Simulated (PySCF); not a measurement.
# Magnesium: a sound run and one with changed settings

Sound run: Mg²⁺ [Ne], Mg³⁺ [He] 2s2 2p5. All numbers are calculated (PySCF 2.14, the non-relativistic Hamiltonian (point nucleus), in aug-cc-pVDZ). The sound run starts from symmetry-adapted Hartree-Fock orbitals and uses a fine grid where one is needed.

Changed run: radial step 1.2 in ln r (0.13 in the sound run). This setting is unsound on purpose.

```csv
species,method,sound run (hartree),changed run (hartree),converged
Mg²⁺,UHF,-198.82424,-198.82424,yes
Mg²⁺,TPSS,-199.25062,-199.17847,yes
Mg²⁺,M06-L,-199.25345,-199.22176,no
Mg³⁺,UHF,-195.84641,-195.84641,yes
Mg³⁺,TPSS,-196.22284,-196.18058,yes
Mg³⁺,M06-L,-196.22161,-196.21042,yes
```

Ionisation energy of Mg²⁺:

```csv
method,sound run (eV),changed run (eV)
UHF,81.031,81.031
TPSS,82.390,81.577
```

A coarse radial grid mis-integrates the density and the exchange-correlation energy, with errors of either sign; Hartree-Fock needs no grid.

For comparison, NIST gives 80.144 eV between the lowest levels.
